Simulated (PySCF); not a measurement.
# From a computed spectrum to the compound

A species of 3 atoms with charge 0 has these harmonic modes (PBE0, small Gaussian bases with core potentials, PySCF 2.14.0):

```csv
cm⁻¹,km/mol,symmetry
126,7.7,a'
453,70.9,a'
568,113.8,a'
```

Problem. Which species is it, and in which structure?

Solution. SmSF (singlet in the valence; each metal's 4f electrons, 5 of them, lie in its core potential, out of spins and levels):
```xyz
3

Sm   -0.1567    0.0000   -0.3142
S     1.8255    0.0000    0.9720
F    -1.8189    0.0000    0.8769
```
Ideal gas at 298.15 K and 1 bar: S = 317.1 J/(mol K), Cp = 51.6 J/(mol K), H − H(0 K) = 12.9 kJ/mol (rigid rotor, harmonic modes, spin degeneracy alone, that of the 4f electrons in the core included). An lcecp potential fixes the number of 4f electrons, so in runs with it no electron can move into or out of that shell.
 The answer isn't unique; the calculation gave this one.
